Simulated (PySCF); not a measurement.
Compound: C6H7BN2.
Numbering: `[CH:1]#[C:2][C:3]#[C:4][C@H:5]1[CH2:6][NH:7][BH:8][NH:9]1` (hydrogens: H10 on C1; H11 on C5; H12, H13 on C6; H14 on N7; H15 on B8; H16 on N9)

Computed with PBE0-D3(BJ)/def2-SVP geometry optimisation, gas phase in PySCF 2.14.0.

(1) What internal coordinates does the optimisation give?

Answers

(1) 
```
  bond  length (bohr)   order
 C1≡C2          2.300  triple
 C2–C3          2.592  single
 C3≡C4          2.303  triple
 C4–C5          2.767  single
 C5–C6          2.959  single
 C6–N7          2.731  single
 N7–B8          2.666  single
 B8–N9          2.677  single
 C5–N9          2.745  single
C1–H10          2.030  single
C5–H11          2.092  single
C6–H12          2.085  single
C6–H13          2.087  single
N7–H14          1.904  single
B8–H15          2.276  single
N9–H16          1.905  single
```

Orders are formal, as drawn. A selection of angles:
```
    angle  degrees
 C1–C2–C3    179.9
 C2–C3–C4    179.4
 C3–C4–C5    179.1
 C4–C5–C6    112.6
 C4–C5–N9    113.0
 C6–C5–N9    104.2
 C5–C6–N7    104.5
 C6–N7–B8    111.9
 N7–B8–N9    107.8
 C5–N9–B8    111.5
H14–N7–C6    119.6
H14–N7–B8    128.5
H16–N9–B8    129.2
H16–N9–C5    118.9
```

Dihedral angles: C4–C5–C6–N7 120° (anticlinal); C5–C6–N7–B8 2° (synperiplanar); C6–N7–B8–N9 0° (synperiplanar); N7–B8–N9–C5 -3° (synperiplanar); C4–C5–N9–B8 -119° (anticlinal).

The 5 C–C bonds span 1.217 Å (C1≡C2, drawn triple) to 1.566 Å (C5–C6, drawn single), a spread of 0.349 Å. The 5-membered ring C5–C6–N7–B8–N9 has internal angles of 104.2° to 111.9° (sum 540°, against 540° for a flat polygon); it is almost planar, 0.01 Å rms from its mean plane, widest ring torsion 3°. N7 (boron-bound nitrogen) is planar (angles 128.5°, 119.6° and 111.9°, sum 360.0°, 0.00 Å off the plane of its three neighbours). B8 (three-coordinate boron) is planar (angles 126.4°, 125.9° and 107.8°, sum 360.0°, 0.00 Å off the plane of its three neighbours). N9 (boron-bound nitrogen) is planar (angles 129.2°, 118.9° and 111.5°, sum 359.7°, 0.04 Å off the plane of its three neighbours).

Point group: C1 (no symmetry element, even within 0.4 Å). No PBE0-D3(BJ)/def2-SVP frequencies stand behind this structure, so it isn't proved a minimum.

On one thread of an Arm Neoverse V2, on a shared host, this took 86 s and 0.64 GiB of memory at its peak. That covers the optimisation of the geometry.
